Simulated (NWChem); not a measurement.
Species: CH₃CdClO; SMILES [O](C)[Cd][Cl]

All runs: NWChem. All runs use the structure optimised with PBE0/def2-SVP. No frequency run checked for a minimum. def2 effective core potentials on Cd; no spin-orbit coupling. Gas phase, vertical. One conformer.

PBE0/def2-SVPD, TDA puts singlet state 2 at 5.01 eV with oscillator strength 0.108.

Give the wavelength, the transition dipole and the radiative lifetime of that state in vacuum.


1. λ = 1239.84/5.01 = 247 nm, or 40410 cm⁻¹.
2. f = (2/3) ΔE μ² in atomic units, so μ = √(1.5 f/ΔE) = 0.94 a.u. = 2.38 D.
3. τ = 1.499 s cm⁻² / (f ν²) = 8.5 ns, for a non-degenerate state that emits at the vertical energy; a higher state like this one mostly decays faster by other paths.
